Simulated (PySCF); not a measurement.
BHCl2, SMILES ClBCl. The structure is a stationary point at PBE0-D3(BJ)/def2-TZVP.

TDDFT-PBE0/def2-SVPD (PySCF 2.14.0) puts the lowest singlet excitations at 5.74, 5.86, 6.96, 8.17, 8.66, 8.69 eV.

Problem. What are the lowest excitation roots from ADC(2)/aug-cc-pVDZ (PySCF)? (An estimate is asked for; the answer gives what the named calculation found.)

Solution. 6.19, 6.28, 7.04, 8.64, 9.05, 9.24 eV. S1 differs by 0.44 eV (second minus first; roots are paired by order, and the bases may differ).
